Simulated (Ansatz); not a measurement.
C2H4SSeSi, SMILES `SC1=C[Se][SiH2]1` from Hartree–Fock to CCSD(T)

```xyz
9

S     0.019   -1.419    1.763
C    -0.228   -0.367    0.393
C    -1.424   -0.034   -0.118
Se   -1.244    1.289   -1.515
Si    0.815    0.781   -0.628
H     1.215   -1.899    1.390
H    -2.406   -0.396    0.174
H     1.782    0.155   -1.565
H     1.472    1.889    0.106
```

Total charge 0; spin multiplicity 1. Correlated methods include outer-core shells of Se, which these sets cover unevenly. Scalar relativity is left out up to krypton. Geometry: relaxed with PBE0-D4/def2-TZVP. It is one conformer, not always the lowest. Frozen core, restricted reference, Ansatz.

```json
{"basis": "def2-SVP", "HF (Eh)": "-3163.77231", "MP2 corr.": "-0.71867"}
{"basis": "def2-TZVPP", "HF (Eh)": "-3164.40251", "MP2 corr.": "-0.87910"}
{"basis": "def2-QZVPP", "HF (Eh)": "-3164.47321", "MP2 corr.": "-1.22682"}
```

Estimate the CCSD correlation energy and the (T) correction in each basis where they were run (hartree).


```
     basis  CCSD corr.       (T)
  def2-SVP    -0.75966  -0.02852
def2-TZVPP    -0.91676  -0.04549
```
